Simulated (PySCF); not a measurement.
A structure optimised at PBE-D3(BJ)/def2-TZVP, used in a PySCF frequency run:

```
C
O 1 1.1284
Cu 1 1.8456 2 180.00
```
Charge +1, spin multiplicity 1.

Question: Write its SMILES, formula and point group.

Answer: O=[C+][Cu], CCuO, C∞v

Question: What are its rotational constants (standard atomic weights)?

Answer: 3.9091 GHz (linear rotor, B only)
